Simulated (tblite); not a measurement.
Compound: C₆H₉OPS.
Structure used (GFN2-xTB), in Å, numbered top down from 1:
```xyz
18
C6H9OPS angstrom
C      2.827   -0.362   -0.991
C      1.889   -0.284   -0.241
P      0.715   -0.226    1.083
S      1.463   -0.523    2.844
C     -0.148    1.379    0.813
C     -0.857    1.393   -0.542
O     -1.804    0.363   -0.679
C     -1.232   -0.918   -0.775
C     -0.599   -1.393    0.534
H      3.608   -0.419   -1.694
H      0.575    2.195    0.887
H     -0.872    1.482    1.628
H     -1.419    2.324   -0.658
H     -0.109    1.328   -1.348
H     -2.054   -1.584   -1.054
H     -0.476   -0.935   -1.576
H     -1.344   -1.421    1.335
H     -0.172   -2.393    0.423
```

Computed with GFN2-xTB (tblite): harmonic, unscaled wavenumbers at the GFN2-xTB geometry, gas phase. Errors from tens to a few hundred cm⁻¹ against measured bands are possible. One conformer, not necessarily the lowest.

Harmonic wavenumbers (cm⁻¹): 82.4, 95.2, 111.9, 149.2, 194.8, 227.1, 257.4, 324.1, 357.5, 388.1, 404.5, 532.5, 569.2, 656.6, 668.5, 691.4, 709.7, 777.4, 791.0, 837.4, 907.4, 946.4, 962.5, 1002.8, 1034.8, 1085.6, 1127.0, 1127.4, 1176.8, 1225.1, 1252.7, 1287.0, 1328.2, 1339.2, 1403.9, 1408.5, 1454.2, 1460.7, 2186.3, 2859.6, 2859.9, 2941.3, 2945.5, 2958.3, 2959.1, 2963.5, 2965.6, 3362.9.

A = 1693, B = 962.9, C = 829.4 MHz; mass 160.011 u (most abundant isotopes); point group Cs, symmetry number 1.

Zero-point energy?

Half the sum of the wavenumbers: 29679 cm⁻¹ = 355.04 kJ/mol.

Give the ideal-gas entropy at 298.15 K and 1 bar in the rigid-rotor, harmonic-oscillator model (classical rotation).

Translation 172.15, rotation 124.91, vibration 114.79: S = 411.8 J/(mol K).

And Cp and H(298.15 K) − H(0)?

Cp = 163.98 J/(mol K), of which vibrations give 130.72 (their classical limit is 48 R = 399.1); H(298.15 K) − H(0) = 29.04 kJ/mol without the zero-point energy, 19.13 from vibrations.

What must be added to the electronic energy to get the Gibbs energy at 298.15 K and 1 bar?

ZPE + [H(298.15 K) − H(0)] − T·S = 355.04 + 29.04 − 122.79 = 261.29 kJ/mol.

Blend soft modes into free rotors: weight 1/[1 + (100 cm⁻¹/ν̃)⁴] for the oscillator and the rest for a rotor with moment μB/(μ + B), μ = h/(8π²ν), B = 10⁻⁴⁴ kg m². What vibrational entropy results?

110.19 J/(mol K) in place of 114.79, which changes −T·S at 298.15 K by +1.37 kJ/mol.

Which modes carry the vibrational entropy at 298.15 K?

82.4 cm⁻¹: 16.04; 95.2 cm⁻¹: 14.85; 111.9 cm⁻¹: 13.54; 149.2 cm⁻¹: 11.22; 194.8 cm⁻¹: 9.13; 227.1 cm⁻¹: 7.96 J/(mol K); the other 42 give 42.05 together.

How do the functions run with temperature in this model?

| T (K) | S (J/(mol K)) | Cp (J/(mol K)) | H − H(0) (kJ/mol) | G − H(0) (kJ/mol) | ln q(vib) |
| --- | --- | --- | --- | --- | --- |
| 100 | 288.6 | 76.8 | 5.16 | -23.71 | 1.15 |
| 200 | 355.5 | 120.8 | 15.06 | -56.05 | 3.57 |
| 300 | 412.9 | 164.8 | 29.35 | -94.51 | 6.14 |
| 500 | 515.3 | 238.1 | 70.09 | -187.57 | 11.32 |
| 800 | 643.2 | 304.8 | 152.49 | -362.07 | 18.76 |
| 1000 | 714.4 | 333.2 | 216.45 | -497.99 | 23.33 |

q(vib) and H(0) count from the zero-point level.

Hindered rotation and anharmonicity are outside this model. Other conformers, if any are populated, would add a mixing term that is left out.

The run took 0.82 s wall on an Intel Xeon Platinum 8488C with one thread, no GPU, shared host. The figure is for the frequency step alone.
